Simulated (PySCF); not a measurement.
PySCF input (TPSS/def2-TZVPD):

```python
from pyscf import gto, scf, dft

mol = gto.M(
    atom='''
    Si    0.34699007    0.39812116    0.18158183
    C    -1.51244605    0.18557296    0.19095063
    F     0.99778404   -0.82571578   -0.64998435
    H     0.91208954    0.32284150    1.56001238
    H    -1.77273916   -0.79249230    0.60609456
    H    -1.97323805    0.95809902    0.81014782
    H    -1.92935342    0.25585982   -0.81424493
    ''',
    basis='def2-tzvpd',
    charge=0,
    spin=1,
    verbose=4,
)

mf = dft.UKS(mol, xc='tpss').density_fit(auxbasis='def2-universal-jkfit')
mf.grids.level = 3
mf.conv_tol = 1e-9
mf.max_cycle = 100
mf.max_memory = 1500
mf.kernel()
if not mf.converged:
    mf = mf.newton()
    mf.kernel(mf.make_rdm1())
for _ in range(2):
    mo, _, stable, _ = mf.stability(return_status=True)
    if stable:
        break
    mf.kernel(mf.make_rdm1(mo, mf.mo_occ))
mf.analyze()
```

Output:

```
PySCF version 2.14.0

[INPUT] verbose = 4
[INPUT] num. atoms = 7
[INPUT] num. electrons = 33
[INPUT] charge = 0
[INPUT] spin (= nelec alpha-beta = 2S) = 1
[INPUT] symmetry False subgroup None
[INPUT] Mole.unit = angstrom
[INPUT] Symbol           X                Y                Z      unit          X                Y                Z       unit  Magmom
[INPUT]  1 Si     0.346990070000   0.398121160000   0.181581830000 AA    0.655716200244   0.752339956794   0.343139927897 Bohr   0.0
[INPUT]  2 C     -1.512446050000   0.185572960000   0.190950630000 AA   -2.858108812680   0.350682070525   0.360844394013 Bohr   0.0
[INPUT]  3 F      0.997784040000  -0.825715780000  -0.649984350000 AA    1.885538567062  -1.560376680932  -1.228292406753 Bohr   0.0
[INPUT]  4 H      0.912089540000   0.322841500000   1.560012380000 AA    1.723599431681   0.610082016644   2.947996149131 Bohr   0.0
[INPUT]  5 H     -1.772739160000  -0.792492300000   0.606094560000 AA   -3.349991502692  -1.497593402827   1.145352723989 Bohr   0.0
[INPUT]  6 H     -1.973238050000   0.958099020000   0.810147820000 AA   -3.728879493071   1.810544748014   1.530957500213 Bohr   0.0
[INPUT]  7 H     -1.929353420000   0.255859820000  -0.814244930000 AA   -3.645949561293   0.483504986081  -1.538699916016 Bohr   0.0

nuclear repulsion = 106.543068886133
number of shells = 62
number of NR pGTOs = 220
number of NR cGTOs = 156
basis = def2-tzvpd
ecp = {}

******** <class 'pyscf.df.df_jk.DFUKS'> ********
method = DFUKS
initial guess = minao
damping factor = 0
level_shift factor = 0
DIIS = <class 'pyscf.scf.diis.CDIIS'>
diis_start_cycle = 1
diis_space = 8
diis_damp = 0
SCF conv_tol = 1e-09
SCF conv_tol_grad = None
SCF max_cycles = 100
direct_scf = False
number electrons alpha = 17  beta = 16
XC library pyscf.dft.libxc version 7.1.2
    S. Lehtola, C. Steigemann, M. J. T. Oliveira, and M. A. L. Marques,  SoftwareX 7, 1–5 (2018)
XC functionals = tpss
    J. Tao, J. P. Perdew, V. N. Staroverov, and G. E. Scuseria,  Phys. Rev. Lett. 91, 146401 (2003)
    J. P. Perdew, J. Tao, V. N. Staroverov, and G. E. Scuseria,  J. Chem. Phys. 120, 6898 (2004)
    J. Tao, J. P. Perdew, V. N. Staroverov, and G. E. Scuseria,  Phys. Rev. Lett. 91, 146401 (2003)
    J. P. Perdew, J. Tao, V. N. Staroverov, and G. E. Scuseria,  J. Chem. Phys. 120, 6898 (2004)
radial grids:
    Treutler-Ahlrichs [JCP 102, 346 (1995); DOI:10.1063/1.469408] (M4) radial grids

becke partition: Becke, JCP 88, 2547 (1988); DOI:10.1063/1.454033
pruning grids: <function nwchem_prune>
grids dens level: 3
symmetrized grids: False
atomic radii adjust function: <function treutler_atomic_radii_adjust>
small_rho_cutoff = 0
Set gradient conv threshold to 3.16228e-05
tot grids = 86792
init E= -429.942363965166
  alpha nocc = 17  HOMO = -0.175868296240651  LUMO = -0.0397854366934222
  beta  nocc = 16  HOMO = -0.3577973421812  LUMO = -0.175868296240665
[...]
  beta  nocc = 16  HOMO = -0.293743195828156  LUMO = -0.115959150251591
  HOMO = -0.189564873235  LUMO = -0.115959150252  gap/eV = 2.00291
Extra cycle  E= -429.974678436054  delta_E= 2e-11  |g|= 1.63e-05  |ddm|= 2.52e-05
converged SCF energy = -429.974678436054  <S^2> = 0.75188682  2S+1 = 2.0018859
uhf_internal: lowest eigs of H = [0.90953077 0.91545323 0.92213838]
<class 'pyscf.df.df_jk.DFUKS'> wavefunction is stable in the internal stability analysis
**** SCF Summaries ****
Total Energy =                        -429.974678436053978
Nuclear Repulsion Energy =             106.543068886133241
One-electron Energy =                 -806.183348168484940
Two-electron Energy =                  269.665600846297707
Two-electron Coulomb Energy =          308.054872236014262
DFT Exchange-Correlation Energy =      -38.389271389716576
HOMO-LUMO gap [eV] =                     2.002913741381177
**** MO energy ****
                             alpha | beta                alpha | beta
MO #1   energy= -65.7055977880401  | -65.7026792611004  occ= 1 | 1
MO #2   energy= -24.4021409614256  | -24.4001184842151  occ= 1 | 1
MO #3   energy= -9.98774894887792  | -9.9866002783411   occ= 1 | 1
MO #4   energy= -5.13793109300874  | -5.13480624921688  occ= 1 | 1
MO #5   energy= -3.51490828787843  | -3.51129671039524  occ= 1 | 1
MO #6   energy= -3.5130720093891   | -3.50732280304612  occ= 1 | 1
MO #7   energy= -3.50939287290209  | -3.5066824310058   occ= 1 | 1
MO #8   energy= -1.10769592417381  | -1.10409632626004  occ= 1 | 1
MO #9   energy= -0.665058758176094 | -0.661695548802236 occ= 1 | 1
MO #10  energy= -0.489327497243124 | -0.47894246706506  occ= 1 | 1
MO #11  energy= -0.407736566184256 | -0.402661654795511 occ= 1 | 1
MO #12  energy= -0.39616995745694  | -0.389758242736556 occ= 1 | 1
MO #13  energy= -0.384004507330569 | -0.378103880401707 occ= 1 | 1
MO #14  energy= -0.375404845263628 | -0.372126729076229 occ= 1 | 1
MO #15  energy= -0.368891313325952 | -0.363464629630002 occ= 1 | 1
MO #16  energy= -0.300595514236498 | -0.293743195828156 occ= 1 | 1
MO #17  energy= -0.189564873234943 | -0.115959150251591 occ= 1 | 0
MO #18  energy= -0.0187250468576797 | -0.00369905932910586 occ= 0 | 0
MO #19  energy= -0.00803213660582159 | -0.00176432294138257 occ= 0 | 0
MO #20  energy= 0.0213142724220121 | 0.031244004151495  occ= 0 | 0
MO #21  energy= 0.0403405293017879 | 0.0571694670823756 occ= 0 | 0
MO #22  energy= 0.0547551580648482 | 0.0607797535506383 occ= 0 | 0
MO #23  energy= 0.060542507763631  | 0.0656706592121835 occ= 0 | 0
MO #24  energy= 0.0690627099961645 | 0.0740737753204877 occ= 0 | 0
MO #25  energy= 0.0731121289691614 | 0.0802880243588364 occ= 0 | 0
MO #26  energy= 0.0746655242696747 | 0.0846310649395719 occ= 0 | 0
MO #27  energy= 0.0990104711004155 | 0.103935252797931  occ= 0 | 0
MO #28  energy= 0.103115196615902  | 0.113866358915446  occ= 0 | 0
MO #29  energy= 0.119408924877263  | 0.12806171644542   occ= 0 | 0
MO #30  energy= 0.137453354564986  | 0.14730558190816   occ= 0 | 0
MO #31  energy= 0.152059420653507  | 0.158813571856777  occ= 0 | 0
MO #32  energy= 0.159246324544959  | 0.166493663929383  occ= 0 | 0
MO #33  energy= 0.163136679555954  | 0.171631924114657  occ= 0 | 0
MO #34  energy= 0.167788729029357  | 0.177587133483223  occ= 0 | 0
MO #35  energy= 0.189984762650377  | 0.200081987762111  occ= 0 | 0
MO #36  energy= 0.199591582870794  | 0.208485025461226  occ= 0 | 0
MO #37  energy= 0.222473872312613  | 0.229890568206968  occ= 0 | 0
MO #38  energy= 0.235472829550807  | 0.241110364767243  occ= 0 | 0
MO #39  energy= 0.242488874241446  | 0.245687311277766  occ= 0 | 0
MO #40  energy= 0.243720977475992  | 0.250538729873005  occ= 0 | 0
MO #41  energy= 0.248873376899785  | 0.254459500263992  occ= 0 | 0
MO #42  energy= 0.276309949606622  | 0.281457254084035  occ= 0 | 0
MO #43  energy= 0.280094324242261  | 0.286470865538995  occ= 0 | 0
MO #44  energy= 0.281099177004334  | 0.291579263329251  occ= 0 | 0
MO #45  energy= 0.293171908279319  | 0.298703436130091  occ= 0 | 0
MO #46  energy= 0.305697925776426  | 0.309718308749522  occ= 0 | 0
MO #47  energy= 0.314134688398068  | 0.323234859429075  occ= 0 | 0
MO #48  energy= 0.32947648218264   | 0.332920843851067  occ= 0 | 0
MO #49  energy= 0.331705609234634  | 0.337804437450418  occ= 0 | 0
MO #50  energy= 0.359871868196722  | 0.365854678999953  occ= 0 | 0
MO #51  energy= 0.366116620028698  | 0.370453096764701  occ= 0 | 0
MO #52  energy= 0.387140447505879  | 0.398686065694924  occ= 0 | 0
MO #53  energy= 0.411967715206733  | 0.419699321994845  occ= 0 | 0
MO #54  energy= 0.418694768820583  | 0.424214408051717  occ= 0 | 0
MO #55  energy= 0.426142162954824  | 0.439936409700062  occ= 0 | 0
MO #56  energy= 0.432574945865236  | 0.44433107309148   occ= 0 | 0
MO #57  energy= 0.459442841962891  | 0.465120379067344  occ= 0 | 0
MO #58  energy= 0.471750095750798  | 0.48277334440947   occ= 0 | 0
MO #59  energy= 0.493197837215324  | 0.501627429903737  occ= 0 | 0
MO #60  energy= 0.508113261420537  | 0.516904512778391  occ= 0 | 0
MO #61  energy= 0.533411378367851  | 0.538402934904901  occ= 0 | 0
MO #62  energy= 0.556718167454436  | 0.564779477256777  occ= 0 | 0
MO #63  energy= 0.586478037129817  | 0.593172403607117  occ= 0 | 0
MO #64  energy= 0.605026770331682  | 0.60728095946696   occ= 0 | 0
MO #65  energy= 0.63380247314662   | 0.640933923495129  occ= 0 | 0
MO #66  energy= 0.645459301160071  | 0.652084064022554  occ= 0 | 0
MO #67  energy= 0.65146244862651   | 0.655497489377042  occ= 0 | 0
MO #68  energy= 0.661374730712897  | 0.664645346753628  occ= 0 | 0
MO #69  energy= 0.665379754409013  | 0.669522147896912  occ= 0 | 0
MO #70  energy= 0.678238003555714  | 0.682361982202753  occ= 0 | 0
MO #71  energy= 0.707260432107323  | 0.712370549090382  occ= 0 | 0
MO #72  energy= 0.719356338662367  | 0.732854150147486  occ= 0 | 0
MO #73  energy= 0.749184059964908  | 0.758187526794366  occ= 0 | 0
MO #74  energy= 0.853374836296046  | 0.862045844078978  occ= 0 | 0
MO #75  energy= 0.866216158553761  | 0.87126956641046   occ= 0 | 0
MO #76  energy= 0.872256680746161  | 0.883555577154781  occ= 0 | 0
MO #77  energy= 0.944308379453271  | 0.955499708790709  occ= 0 | 0
MO #78  energy= 0.978680946895407  | 0.987967584546381  occ= 0 | 0
MO #79  energy= 0.992362406087359  | 1.00050554210203   occ= 0 | 0
MO #80  energy= 1.02708711701933   | 1.03085205027792   occ= 0 | 0
MO #81  energy= 1.06662201394737   | 1.07516746147719   occ= 0 | 0
MO #82  energy= 1.08409064097849   | 1.09750969015802   occ= 0 | 0
MO #83  energy= 1.09870976910831   | 1.11090131857442   occ= 0 | 0
MO #84  energy= 1.11677143087939   | 1.13083310447582   occ= 0 | 0
MO #85  energy= 1.14283277422701   | 1.15741002408601   occ= 0 | 0
MO #86  energy= 1.18788985024124   | 1.20178125201898   occ= 0 | 0
MO #87  energy= 1.23281367223132   | 1.24787529195204   occ= 0 | 0
MO #88  energy= 1.24691167344485   | 1.25897722977089   occ= 0 | 0
MO #89  energy= 1.28486786457505   | 1.29798448526967   occ= 0 | 0
MO #90  energy= 1.29889496785347   | 1.30638210086631   occ= 0 | 0
MO #91  energy= 1.37123202084337   | 1.39403797651198   occ= 0 | 0
MO #92  energy= 1.40455551793427   | 1.42415004425269   occ= 0 | 0
MO #93  energy= 1.42858632656935   | 1.44113794960951   occ= 0 | 0
MO #94  energy= 1.51415383077929   | 1.52735803629681   occ= 0 | 0
MO #95  energy= 1.52117287598962   | 1.53340461826783   occ= 0 | 0
MO #96  energy= 1.59235085672688   | 1.59520768380648   occ= 0 | 0
MO #97  energy= 1.61436156012684   | 1.63053454935868   occ= 0 | 0
MO #98  energy= 1.72999420834372   | 1.73426606660925   occ= 0 | 0
MO #99  energy= 1.74021162521533   | 1.74635501989476   occ= 0 | 0
MO #100 energy= 1.76026773261002   | 1.76379997060869   occ= 0 | 0
MO #101 energy= 1.76294051539146   | 1.77290572347832   occ= 0 | 0
MO #102 energy= 1.9604486680291    | 1.97444120517405   occ= 0 | 0
MO #103 energy= 1.9838107518345    | 1.99816698673213   occ= 0 | 0
MO #104 energy= 1.99167108860202   | 2.00693858872897   occ= 0 | 0
[...]
```

It need not be the lowest isomer of its formula.
